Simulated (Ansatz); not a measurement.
`C#CBBC` + `OCO` → `CBOCO` + `BC#C`  (cleavage of the B–B bond)

Program: Ansatz. Geometries: PBE0-D4/def2-TZVP. ΔE: electronic, gas phase. CCSD(T)/CBS adds triple-zeta CCSD(T) − MP2 to the extrapolated MP2 energy (def2 sets, frozen cores). This one scheme is used for every species. Each species was taken in one conformer, which may not be the lowest.

| species | MP2/def2-TZVPP energy (Eh) |
| --- | --- |
| `C#CBBC` | -167.10713 |
| `OCO` | -190.65707 |
| `CBOCO` | -255.29791 |
| `BC#C` | -102.52591 |

Q: Work out ΔE.

A: ΔE = (-255.29791) + (-102.52591) − (-167.10713) − (-190.65707) = -0.05962 Eh = -1.62 eV. CCSD(T)/CBS gives -1.55 eV.

Largest T1 diagnostic among the species: 0.014.

From PBE to PBE0 (25 % exact exchange), in def2-TZVPP and without D4, ΔE moves by −0.04 eV. In def2-TZVPP, CCSD(T) changes the Hartree–Fock value by +0.07 eV (the triples alone add −0.00 eV) and MP2 by +0.04 eV.
